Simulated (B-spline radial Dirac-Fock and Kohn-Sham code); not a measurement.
## X-ray form factors of samarium in several charge states

The computed values come from an atomic code on a B-spline grid: configuration-average Dirac-Fock orbitals.

Configurations: Sm [Xe] 4f6 6s2; Sm²⁺ [Xe] 4f6; Sm³⁺ [Xe] 4f5; Sm⁴⁺ [Xe] 4f4; Sm⁶⁺ [Kr] 4d10 4f4 5s2 5p4; Sm⁸⁺ [Kr] 4d10 4f4 5s2 5p2. The first column is f₀ of Sm, the others are differences from it.

```
s (Å⁻¹)      Sm  Δ Sm²⁺  Δ Sm³⁺  Δ Sm⁴⁺  Δ Sm⁶⁺  Δ Sm⁸⁺
      0  62.000  -2.000  -3.000  -4.000  -6.000  -8.000
   0.05  60.525  -1.255  -2.181  -3.124  -5.003  -6.901
    0.1  57.458  -0.225  -0.965  -1.756  -3.309  -4.926
   0.15  54.149  +0.129  -0.385  -0.984  -2.092  -3.314
    0.2  50.766  +0.107  -0.215  -0.633  -1.286  -2.078
   0.25  47.381  +0.030  -0.164  -0.448  -0.718  -1.123
    0.3  44.152  -0.012  -0.139  -0.341  -0.344  -0.450
   0.35  41.193  -0.021  -0.122  -0.278  -0.135  -0.048
    0.4  38.532  -0.015  -0.104  -0.236  -0.042  +0.139
   0.45  36.145  -0.005  -0.084  -0.196  -0.013  +0.187
    0.5  33.987  +0.002  -0.060  -0.150  -0.010  +0.163
    0.6  30.209  +0.008  -0.010  -0.046  -0.006  +0.063
    0.7  26.996  +0.005  +0.026  +0.040  +0.018  +0.003
    0.8  24.280  +0.001  +0.040  +0.084  +0.041  -0.008
    0.9  22.031  -0.002  +0.039  +0.088  +0.050   0.000
      1  20.204  -0.003  +0.029  +0.070  +0.045  +0.011
    1.1  18.729  -0.003  +0.017  +0.045  +0.034  +0.017
    1.2  17.524  -0.002  +0.008  +0.024  +0.022  +0.018
    1.4  15.613   0.000  +0.001  +0.005  +0.009  +0.015
    1.6  14.006   0.000  +0.003  +0.008  +0.009  +0.012
```
